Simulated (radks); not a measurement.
Species: P XIV. Configuration: [He] (the NIST ground configuration). All-electron calculation, non-relativistic Kohn-Sham, BLYP, spin-polarised, spherical densities, point nucleus. Program: a radial shooting solver on a logarithmic mesh with Libxc functionals.

Unscreened Slater integrals over Kohn-Sham orbitals (cm^-1). They are taken over the spin-up orbitals. Empty in this configuration: 2p.

integral     value
F0(1s,1s)  2006600
F0(1s,2p)   716640
G1(1s,2p)   131380
F0(2p,2p)   531890
F2(2p,2p)   256370
